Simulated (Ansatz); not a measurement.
`[NH2][Cr](=[O])(=[O])[Cl]` and `[NH2][W](=[O])(=[O])[Cl]` differ in one element.

Ansatz, PBE0-D4/def2-TZVP geometries, multiplicity 1. Each molecule was computed in one conformer, which needn't be the lowest.

Elements past krypton have def2 core potentials. Scalar relativity is left out up to krypton.

| property | `[NH2][Cr](=[O])(=[O])[Cl]` |
| --- | --- |
| HOMO–LUMO gap (ωB97M-V/def2-TZVPP) / eV | 9.18 |
| LUMO energy (PBE0/def2-TZVPP) / eV | -3.84 |
| HOMO energy (ωB97M-V/def2-TZVPP) / eV | -10.87 |
| HOMO energy (PBE/def2-TZVPP) / eV | -7.37 |
| size of the dipole moment (B3LYP/def2-TZVPP) / D | 3.81 |
| LUMO energy (ωB97M-V/def2-TZVPP) / eV | -1.69 |

Problem. Give the same properties after the change, and the shifts. (An estimate is asked.)

Solution. Ansatz gave: 
| property | `[NH2][W](=[O])(=[O])[Cl]` | shift |
| --- | --- | --- |
| HOMO–LUMO gap (ωB97M-V/def2-TZVPP) / eV | 11.29 | 2.11 |
| LUMO energy (PBE0/def2-TZVPP) / eV | -2.00 | 1.84 |
| HOMO energy (ωB97M-V/def2-TZVPP) / eV | -11.21 | -0.34 |
| HOMO energy (PBE/def2-TZVPP) / eV | -7.50 | -0.13 |
| size of the dipole moment (B3LYP/def2-TZVPP) / D | 4.10 | 0.29 |
| LUMO energy (ωB97M-V/def2-TZVPP) / eV | 0.08 | 1.77 |

With PBE0 the HOMO falls by 0.25 eV and the LUMO rises by 1.84 eV, so the gap widens by about 2.09 eV. PBE moves the HOMO by -0.13 eV and ωB97M-V by -0.34 eV. Dipoles are sizes alone; their direction can turn.

B3LYP here is the variant with VWN-RPA as its local correlation; programs differ in this.
